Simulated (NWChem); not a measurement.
Everything below was run with NWChem. System: Cl₄Hf, charge 0, spin multiplicity 1, at a geometry optimised with B3LYP/def2-SVP with def2 effective core potentials on Hf. The structure started from a generated list of species. Level: MP2/def2-TZVP with def2 effective core potentials on Hf, 20 core orbitals frozen.

Job file:

```
start mol
memory heap 200 mb stack 900 mb global 1100 mb
geometry units angstroms nocenter noautoz
  Hf     0.000000     0.000000     0.000002
  Cl     1.912701     0.000000     1.352475
  Cl    -1.912701     0.000000     1.352475
  Cl     0.000000     1.912696    -1.352478
  Cl     0.000000    -1.912696    -1.352478
  symmetry group C2v
end
basis spherical
  * library def2-tzvp
end
ecp
  Hf library def2-ecp
end
scf
  rhf
  nopen 0
  maxiter 100
  thresh 1e-7
  semidirect memsize 60000000 filesize 0
end
mp2
  freeze core 20
end
task mp2 energy
```

Output (cleaned and shortened):

```
             Northwest Computational Chemistry Package (NWChem) 7.3.0
             --------------------------------------------------------

                                NWChem Input Module
                                -------------------

 Scaling coordinates for geometry "geometry" by  1.889725989
 (inverse scale =  0.529177249)

 Turning off AUTOSYM since
 SYMMETRY directive was detected!

                             Geometry "geometry" -> ""
                             -------------------------

 Output coordinates in angstroms (scale by  1.889725989 to convert to a.u.)

  No.       Tag          Charge          X              Y              Z
 ---- ---------------- ---------- -------------- -------------- --------------
    1 Hf                  72.0000     0.00000000     0.00000000     0.00000200
    2 Cl                  17.0000     1.91270100     0.00000000     1.35247500
    3 Cl                  17.0000    -1.91270100     0.00000000     1.35247500
    4 Cl                  17.0000     0.00000000     1.91269600    -1.35247800
    5 Cl                  17.0000     0.00000000    -1.91269600    -1.35247800

 Effective nuclear repulsion energy (a.u.)    1345.8586705363

            Nuclear Dipole moment (a.u.)
            ----------------------------
        X                 Y               Z
 ---------------- ---------------- ----------------
     0.0000000000     0.0000000000     0.0000793685

      Symmetry information
      --------------------

 Group name             C2v
 Group number             16
 Group order               4
 No. of unique centers     3

      Symmetry unique atoms

     1    2    4


 Summary of "ao basis" -> "" (spherical)
 ------------------------------------------------------------------------------
       Tag                 Description            Shells   Functions and Types
 ---------------- ------------------------------  ------  ---------------------
 *                         def2-tzvp                  on all atoms

 Summary of "ao basis" -> "ao basis" (spherical)
 ------------------------------------------------------------------------------
       Tag                 Description            Shells   Functions and Types
 ---------------- ------------------------------  ------  ---------------------
 Hf                        def2-tzvp                14       40   6s4p3d1f
 Cl                        def2-tzvp                13       37   5s5p2d1f

                                 NWChem SCF Module
                                 -----------------

  ao basis        = "ao basis"
  functions       =   188
  atoms           =     5
  closed shells   =    40
  open shells     =     0
  charge          =   0.00
  wavefunction    = RHF
  use symmetry    = T
  symmetry adapt  = T

 Summary of "ao basis" -> "ao basis" (spherical)
 ------------------------------------------------------------------------------
       Tag                 Description            Shells   Functions and Types
 ---------------- ------------------------------  ------  ---------------------
 Hf                        def2-tzvp                14       40   6s4p3d1f
 Cl                        def2-tzvp                13       37   5s5p2d1f

      Symmetry analysis of basis
      --------------------------

        a1         68
        a2         28
        b1         46
        b2         46

 Forming initial guess at       0.1s

      Superposition of Atomic Density Guess
      -------------------------------------

 Sum of atomic energies:       -1889.84421650

      Non-variational initial energy
      ------------------------------

 Total energy =   -1885.595154
 1-e energy   =   -3464.713581
 2-e energy   =    1154.917716
 HOMO         =      -0.453141
 LUMO         =       0.010448

      Symmetry analysis of molecular orbitals - initial
      -------------------------------------------------

 !! scf_movecs_sym_adapt:    2 vectors were symmetry contaminated

  Symmetry fudging
  Numbering of irreducible representations:

     1 a1          2 a2          3 b1          4 b2

  Orbital symmetries:

     1 a1          2 b2          3 a1          4 b1          5 a1
     6 b2          7 a1          8 b1          9 a1         10 b2
    11 a1         12 b1         13 a2         14 a1         15 b1
    16 a1         17 b2         18 b2         19 a2         20 b1
    21 a1         22 b1         23 b2         24 a1         25 a1
    26 a1         27 b2         28 b1         29 a1         30 a2
    31 a1         32 a1         33 b1         34 b2         35 b1
    36 b2         37 a1         38 b1         39 b2         40 a2
    41 a1         42 a1         43 a2         44 b2         45 b1
    46 a1         47 a1         48 b1         49 b2         50 a1

 Starting SCF solution at       3.2s

 ----------------------------------------------
         Quadratically convergent ROHF

 Convergence threshold     :          1.000E-07
 Maximum no. of iterations :          100
 Final Fock-matrix accuracy:          1.000E-09
 ----------------------------------------------

              iter       energy          gnorm     gmax       time
             ----- ------------------- --------- --------- --------
                 1    -1885.7301536745  1.34D+00  2.76D-01      3.4
                 2    -1885.8722491633  2.84D-01  7.91D-02      3.9
                 3    -1885.8797319106  6.47D-03  1.54D-03      4.9
                 4    -1885.8797398261  1.41D-05  3.81D-06      6.2
                 5    -1885.8797398262  6.96D-09  2.43D-09      7.7

       Final RHF  results
       ------------------

         Total SCF energy =  -1885.879739826161
[...]
             -----------------

              1
    1 -104.8469
    2 -104.8469
    3 -104.8469
    4 -104.8469
    5  -10.5768
    6  -10.5768
    7  -10.5768
    8  -10.5768
    9   -8.0431
   10   -8.0431
   11   -8.0431
   12   -8.0431
   13   -8.0425
   14   -8.0425
   15   -8.0425
   16   -8.0425
   17   -8.0425
   18   -8.0425
   19   -8.0425
   20   -8.0425
   21   -3.0210
   22   -1.6933
   23   -1.6933
   24   -1.6933
   25   -1.1070
   26   -1.0909
   27   -1.0909
   28   -1.0909
   29   -0.5639
   30   -0.5372
   31   -0.5372
   32   -0.5372
   33   -0.5187
   34   -0.5187
   35   -0.5034
   36   -0.5034
   37   -0.5034
   38   -0.4771
   39   -0.4771
   40   -0.4771
   41    0.0522
   42    0.0522
   43    0.0648
   44    0.0648
   45    0.0648
   46    0.0683
   47    0.2054
   48    0.2054
   49    0.2054
   50    0.2428

                       ROHF Final Molecular Orbital Analysis
                       -------------------------------------

 Vector   38  Occ=2.000000D+00  E=-4.770586D-01  Symmetry=b1
              MO Center=  3.8D-13, -3.9D-11,  6.6D-01, r^2= 6.1D+00
   Bfn.  Coefficient  Atom+Function         Bfn.  Coefficient  Atom+Function
  ----- ------------  ---------------      ----- ------------  ---------------
    57      0.276768  2 Cl pz                94     -0.276768  3 Cl pz
    55     -0.195701  2 Cl px                92     -0.195701  3 Cl px
   129      0.195706  4 Cl px               166      0.195706  5 Cl px
    60      0.187272  2 Cl pz                97     -0.187272  3 Cl pz

 Vector   39  Occ=2.000000D+00  E=-4.770584D-01  Symmetry=a2
              MO Center=  4.9D-10,  3.0D-10, -8.7D-06, r^2= 6.5D+00
   Bfn.  Coefficient  Atom+Function         Bfn.  Coefficient  Atom+Function
  ----- ------------  ---------------      ----- ------------  ---------------
    56      0.276767  2 Cl py                93     -0.276767  3 Cl py
   129     -0.276768  4 Cl px               166      0.276768  5 Cl px
    59      0.187272  2 Cl py                96     -0.187272  3 Cl py
   132     -0.187273  4 Cl px               169      0.187273  5 Cl px

 Vector   40  Occ=2.000000D+00  E=-4.770584D-01  Symmetry=b2
              MO Center=  4.5D-12,  2.5D-13, -6.6D-01, r^2= 6.1D+00
   Bfn.  Coefficient  Atom+Function         Bfn.  Coefficient  Atom+Function
  ----- ------------  ---------------      ----- ------------  ---------------
   131      0.276768  4 Cl pz               168     -0.276768  5 Cl pz
    56     -0.195704  2 Cl py                93     -0.195704  3 Cl py
   130      0.195704  4 Cl py               167      0.195704  5 Cl py
   134      0.187272  4 Cl pz               171     -0.187272  5 Cl pz

 Vector   41  Occ=0.000000D+00  E= 5.218056D-02  Symmetry=a1
              MO Center=  9.6D-15,  5.9D-14,  1.6D-07, r^2= 2.9D+00
   Bfn.  Coefficient  Atom+Function         Bfn.  Coefficient  Atom+Function
  ----- ------------  ---------------      ----- ------------  ---------------
    21      0.498098  1 Hf d  0              26      0.473344  1 Hf d  0
    31      0.345847  1 Hf d  0              60     -0.182432  2 Cl pz
    97     -0.182432  3 Cl pz               134      0.182434  4 Cl pz
   171      0.182434  5 Cl pz

 Vector   42  Occ=0.000000D+00  E= 5.218079D-02  Symmetry=a2
              MO Center=  7.5D-15, -1.4D-15,  2.0D-06, r^2= 2.9D+00
   Bfn.  Coefficient  Atom+Function         Bfn.  Coefficient  Atom+Function
  ----- ------------  ---------------      ----- ------------  ---------------
    19      0.498098  1 Hf d -2              24      0.473345  1 Hf d -2
    29      0.345846  1 Hf d -2              59     -0.223435  2 Cl py
    96      0.223435  3 Cl py               132     -0.223435  4 Cl px
   169      0.223435  5 Cl px

 Vector   43  Occ=0.000000D+00  E= 6.481157D-02  Symmetry=b2
              MO Center= -6.2D-14, -8.0D-09,  4.0D-01, r^2= 3.8D+00
   Bfn.  Coefficient  Atom+Function         Bfn.  Coefficient  Atom+Function
  ----- ------------  ---------------      ----- ------------  ---------------
    17      0.557389  1 Hf py                20      0.424422  1 Hf d -1
    25      0.368297  1 Hf d -1              30      0.367123  1 Hf d -1
    59     -0.253071  2 Cl py                96     -0.253071  3 Cl py
   133     -0.202370  4 Cl py               170     -0.202370  5 Cl py

 center of mass
 --------------
 x =   0.00000000 y =   0.00000000 z =   0.00000089

 moments of inertia (a.u.)
 ------------------
        1827.383453839472           0.000000000000           0.000000000000
           0.000000000000        1827.388230842698           0.000000000000
           0.000000000000           0.000000000000        1827.393381303303

  Mulliken analysis of the total density
  --------------------------------------

    Atom       Charge   Shell Charges
 -----------   ------   -------------------------------------------------------
    1 Hf  12    10.37  -0.01 -0.32  1.43  0.91  0.41 -0.05  2.26  3.07  0.87  0.16  0.50  0.87  0.12  0.16
    2 Cl  17    17.41   2.01  0.45  1.52  1.08  0.90  4.18  1.69  1.06  2.92  1.57  0.00  0.02  0.00
    3 Cl  17    17.41   2.01  0.45  1.52  1.08  0.90  4.18  1.69  1.06  2.92  1.57  0.00  0.02  0.00
    4 Cl  17    17.41   2.01  0.45  1.52  1.08  0.90  4.18  1.69  1.06  2.92  1.57  0.00  0.02  0.00
    5 Cl  17    17.41   2.01  0.45  1.52  1.08  0.90  4.18  1.69  1.06  2.92  1.57  0.00  0.02  0.00

       Multipole analysis of the density wrt the origin
       ------------------------------------------------

     L   x y z        total         open         nuclear
     -   - - -        -----         ----         -------
     0   0 0 0      0.000000      0.000000     80.000000

     1   1 0 0     -0.000000      0.000000      0.000000
     1   0 1 0     -0.000000      0.000000      0.000000
     1   0 0 1      0.000008      0.000000     -0.000147

     2   2 0 0    -58.253531      0.000000    444.192026
     2   1 1 0     -0.000000      0.000000      0.000000
     2   1 0 1      0.000000      0.000000      0.000000
     2   0 2 0    -58.253501      0.000000    444.189704
     2   0 1 1     -0.000000      0.000000      0.000000
     2   0 0 2    -58.253472      0.000000    444.187200

                   NWChem MP2 Semi-direct Energy/Gradient Module
                   ---------------------------------------------

  Basis functions       =    188
  Molecular orbitals    =    188
  Frozen core           =     20
  Frozen virtuals       =      0
  Active alpha occupied =     20
  Active beta occupied  =     20
  Active alpha virtual  =    148
  Active beta virtual   =    148
  Use MO symmetry       = T
  Use skeleton AO sym   = T

  AO/Fock/Back tols     =   1.0D-09  1.0D-09  1.0D-09

 GA uses MA = F    GA memory limited = T

 Available:
  local mem=  1.26D+08
 global mem=  1.44D+08
 local disk=  0.00D+00
  mp2_memr nvloc                   148
  nvloc new                   148
   1 passes of  20:        5242880                     220042                 155790747.
   1 passes of  20: M    126135789           G      144108512           F     120892909.
  mp2_memr nvloc                   148
  nvloc new                   148
   2 passes of  10:        5242880                     146072                  77925579.
   2 passes of  10: M    126135789           G      144108512           F     120892909.

 Semi-direct pass number   1 of   2  for RHF alpha+beta  at        7.9s
  vrange nnbf                 15474
  mp2_eaftype                   297  avail_ma_in_mb                  1099
 EAF : mp2_eaftype filesize         297   38962790.
  mp2_eaf for mointskh                    297
Node 0 wrote    183.2 Mb in      0.1 s     Agg I/O rate:  1338.5 Mb/s
 Done moints_semi at       23.5s
  mp2_eaftype                   297  avail_ma_in_mb                   802
 EAF : mp2_eaftype filesize         297   38962790.
  mp2_eaf for kh                   297
 Done maket at       24.0s
 Semi-direct pass number   2 of   2  for RHF alpha+beta  at       24.0s
  vrange nnbf                 15474
  mp2_eaftype                   297  avail_ma_in_mb                   802
 EAF : mp2_eaftype filesize         297   38962790.
  mp2_eaf for mointskh                    297
Node 0 wrote    183.2 Mb in      0.1 s     Agg I/O rate:  1807.4 Mb/s
 Done moints_semi at       38.7s
  mp2_eaftype                   297  avail_ma_in_mb                   802
 EAF : mp2_eaftype filesize         297   38962790.
  mp2_eaf for kh                   297
 Done maket at       39.2s
 Done multipass loop at       39.2s

          -------------------------------------------
          SCF energy               -1885.879739826161
          Correlation energy          -1.016601728670
          Singlet pairs               -0.596782495402
          Triplet pairs               -0.419819233267
          Total MP2 energy         -1886.896341554831
          -------------------------------------------

          ---------------------------------------------------
                    Spin Component Scaled (SCS) MP2
          Same spin pairs                     -0.279879488845
          Same spin scaling factor             0.333333333333
          Opposite spin pairs                 -0.736722239825
          Opposite spin scaling fact.          1.200000000000
          SCS-MP2 correlation energy          -0.977359850738
          Total SCS-MP2 energy             -1886.857099676899
          ---------------------------------------------------

 -----------------------
 Performance information
 -----------------------

 Timer overhead =  1.71D-07 seconds/call

               Nr. of calls         CPU time (s)                 Wall time (s)                GFlops
             ---------------    -------------------     ------------------------------   -------------------
Name         Min   Avg   Max    Min     Avg     Max     Min     Avg     Max   Mx/calls   Min     Max     Sum
mp2: moin     2     2     2    30.     30.     30.      30.     30.     30.     15.      0.0     0.0     0.0
mp2: make     2     2     2    1.0     1.0     1.0      1.0     1.0     1.0    0.50      0.0     0.0     0.0
mp2: tota     1     1     1    31.     31.     31.      31.     31.     31.     31.      0.0     0.0     0.0

 The average no. of pstat calls per process was 5.00D+00
 with a timing overhead of 8.55D-07s

 Task  times  cpu:       39.2s     wall:       39.2s

 Total times  cpu:       39.2s     wall:       39.2s
```
